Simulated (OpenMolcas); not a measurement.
## Multiconfigurational calculation on Cl3+

Input:

```
&GATEWAY
Coord
1

Cl 0.0 0.0 0.0
Basis=ANO-R3
Group=XYZ
NoMove
AngMom=0.0 0.0 0.0
AMFI
&SEWARD
&RASSCF
FileOrb=start.orb
Symmetry=1
Spin=3
nActEl=2 0 0
Inactive=3 3
Ras2=0 3
CIRoot=3 3 1
SDav=3
CIMx=300
Iter=120 100
PrWF=0.3
OrbListing=Nothing
MaxOrb=0
Atom
>>> COPY $Project.JobIph JOB001
&RASSCF
FileOrb=start.orb
Symmetry=1
Spin=1
nActEl=2 0 0
Inactive=3 3
Ras2=0 3
CIRoot=6 6 1
SDav=6
CIMx=300
Iter=120 100
PrWF=0.3
OrbListing=Nothing
MaxOrb=0
Atom
>>> COPY $Project.JobIph JOB002
&RASSI
NrOfJobIphs=2 3 6
1 2 3
1 2 3 4 5 6
IphNames
JOB001
JOB002
EJob
SpinOrbit
DIPRint=1.0
SOCoupling=1000.0
Subsets=2
MEES
Property=10
'ANGMOM' 1 'ANGMOM' 2 'ANGMOM' 3 'MLTPL  1' 1 'MLTPL  1' 2 'MLTPL  1' 3
'AMFI' 1 'AMFI' 2 'AMFI' 3 'MLTPL  2' 6
SOProperty=3
'ANGMOM' 1 'ANGMOM' 2 'ANGMOM' 3
```

A driver script runs the steps one by one and writes start.orb anew before each from the orbitals found so far.

Output, cut to the results:

```
--- SEWARD ---
Basis set label: CL.ANO-R...6S5P4D3F1G.

      Electronic valence basis set:
      ------------------
      Associated Effective Charge  17.000000 au
      Associated Actual Charge     17.000000 au
      Nuclear Model: Finite nucleus - Gaussian distribution
        Gaussian exponent, Xi/bohr**(-2):  3.84638E+08

      Shell  nPrim  nBasis  Cartesian Spherical Contaminant
         s      17       6        X
         p      11       5        X
         d       7       4                 X
         f       5       3                 X
         g       2       1                 X
                  Relativistic X2C integrals
                  Atomic mean-field integrals
--- RASSCF ---
Wave function specifications:
      -----------------------------

      Number of closed shell electrons          12
      Number of electrons in active shells       2
      Max number of holes in RAS1 space          0
      Max nr of electrons in RAS3 space          0
      Number of inactive orbitals                6
      Number of active orbitals                  3
      Number of secondary orbitals              62
      Spin quantum number                      1.0
      State symmetry                             1
Orbital specifications:
      -----------------------

      Symmetry species                           1   2
                                                ag  au
      Frozen orbitals                            0   0
      Inactive orbitals                          3   3
      Active orbitals                            0   3
      RAS1 orbitals                              0   0
      RAS2 orbitals                              0   3
      RAS3 orbitals                              0   0
      Secondary orbitals                        32  30
      Deleted orbitals                           0   0
      Number of basis functions                 35  36
      Number of CSFs                             3
      Number of root(s) required                 3
      Iter CI   SX   CI       RASSCF       Energy    max ROT     max BLB   max BLB  Level Ln srch  Step   QN
          iter iter root      energy       change     param      element    value   shift minimum  type update
 Nr of preliminary CI iterations:   1
        1   1   11    0  -458.06736833    0.00E+00   1.87E-01*   3   5 1 -3.44E-01*  0.00   0.00    SX    NO
        2   1   11    0  -458.20027644   -1.33E-01* -9.59E-03    1  10 2 -5.48E-02*  0.00   0.00    SX    NO
        3   1   10    0  -458.20146198   -1.19E-03* -1.64E-03    2  11 2  1.09E-02*  0.00   0.00    SX    NO
        4   1    9    0  -458.20149696   -3.50E-05*  3.00E-04    3  12 2 -2.20E-03*  0.00   0.00    SX    NO
        5   1    8    0  -458.20149825   -1.28E-06*  4.30E-05    1  10 2  4.33E-04*  0.00   0.89    QN   YES
        6   1    6    0  -458.20149830   -5.16E-08* -7.14E-06    3   5 1 -3.16E-05   0.00   1.07    QN   YES
        7   1    3    0  -458.20149830   -4.38E-10  -3.50E-07    3   5 1 -1.44E-06   0.00   1.03    QN   YES
      Convergence after  7 iterations
        8   1    3    0  -458.20149830   -1.08E-12  -3.50E-07    4  10 2  1.66E-07   0.00   1.03    QN   YES
      Natural orbitals and occupation numbers for root  1
      sym 2:   0.000000   1.000000   1.000000
      Natural orbitals and occupation numbers for root  2
      sym 2:   1.000000  -0.000000   1.000000
      Natural orbitals and occupation numbers for root  3
      sym 2:   1.000000   1.000000  -0.000000
::    RASSCF root number  1 Total energy:   -458.20149830
::    RASSCF root number  2 Total energy:   -458.20149830
::    RASSCF root number  3 Total energy:   -458.20149830
--- RASSCF ---
Wave function specifications:
      -----------------------------

      Number of closed shell electrons          12
      Number of electrons in active shells       2
      Max number of holes in RAS1 space          0
      Max nr of electrons in RAS3 space          0
      Number of inactive orbitals                6
      Number of active orbitals                  3
      Number of secondary orbitals              62
      Spin quantum number                      0.0
      State symmetry                             1
Orbital specifications:
      -----------------------

      Symmetry species                           1   2
                                                ag  au
      Frozen orbitals                            0   0
      Inactive orbitals                          3   3
...
--- RASSI ---
SPIN-FREE ENERGIES:
  (Shifted by EMIN (a.u.) =       -458.2014982988)

 SF State       Relative EMIN(au)   Rel lowest level(eV)    D:o, cm**(-1)      L_eff

     1             0.0000000000        0.0000000000              0.0000         1.0
     2             0.0000000000        0.0000000000              0.0000         1.0
     3             0.0000000000        0.0000000000              0.0000         1.0
     4             0.0726654740        1.9773282794          15948.2281         2.0
     5             0.0726654740        1.9773282794          15948.2281         2.0
     6             0.0726654740        1.9773282794          15948.2281         2.0
     7             0.0726654740        1.9773282794          15948.2281         2.0
     8             0.0726654740        1.9773282794          15948.2281         2.0
     9             0.1808665902        4.9216306451          39695.6282         0.0
     Dipole printing threshold changed to   1.00000000E+00
Eigenvalues of complex Hamiltonian:
   -----------------------------------
  (Shifted by EMIN (a.u.) =       -458.2014982988)

 SO State       Relative EMIN(au)   Rel lowest level(eV)    D:o, cm**(-1)     J-value

     1            -0.0039025378        0.0000000000              0.0000         0.0
     2            -0.0018755501        0.0551571470            444.8724         0.6
     3            -0.0018755501        0.0551571470            444.8724         0.6
     4            -0.0018755501        0.0551571470            444.8724         1.0
     5             0.0017768706        0.1545445756           1246.4861         1.8
     6             0.0017768706        0.1545445756           1246.4861         2.0
     7             0.0017768706        0.1545445756           1246.4861         1.8
     8             0.0017768706        0.1545445756           1246.4861         1.1
     9             0.0017768706        0.1545445756           1246.4861         1.1
...
```

The J values that RASSI prints are effective ones from its own formula and need not be integers or half-integers; the table below assigns J from the states.

Levels above the lowest, from the spin-orbit matrix, grouped by J:

```
Configuration  Term  J  E (eV)  Measured (eV)  Term weight %
      3s² 3p²    ³P  0  0.0000         0.0000            100
      3s² 3p²    ³P  1  0.0552         0.0609            100
      3s² 3p²    ³P  2  0.1545         0.1663            100
      3s² 3p²    ¹D  2  2.0862         1.7068            100
      3s² 3p²    ¹S  0  5.0319         4.0357            100
```

Against the 4 measured excited levels shown (Moore, Atomic Energy Levels, vol. I, NSRDS-NBS 35 (1971 reprint of NBS Circular 467, 1949)) the mean absolute deviation is 2800 cm-1; the largest miss in energy is 3s² 3p² ¹S₀: computed 5.0319, measured 4.0357 eV (+24.7 %).

With the s shell closed, the reference lacks s² → p² mixing. Computed and measured levels are paired by configuration, term and J; levels that our copy of the source lacks, or whose pairing is in doubt (as where it misses far off the trend of its configuration), stay unpaired and out of the deviations. Levels of configurations outside the active space are missing.

The term weight is that of the spin-free term in the level, not the purity of its configuration.
